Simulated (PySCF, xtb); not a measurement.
Mg2O, SMILES [O]([Mg])[Mg] (connectivity only; charge and spin as stated), neutral, multiplicity 1.

Harmonic wavenumbers (cm⁻¹) from GFN2-xTB in xtb at its own minimum, in rising order: 120, 120, 448, 835.

Q: What does PBE0-D3(BJ)/def2-TZVP (PySCF) give at its own minimum? (An estimate is asked for; the answer gives what the named calculation found.)

A: 65, 65, 468, 863. Paired by order, the mean absolute difference is 40 cm⁻¹ and the zero-point energies are 2.2 and 2.1 kcal/mol.
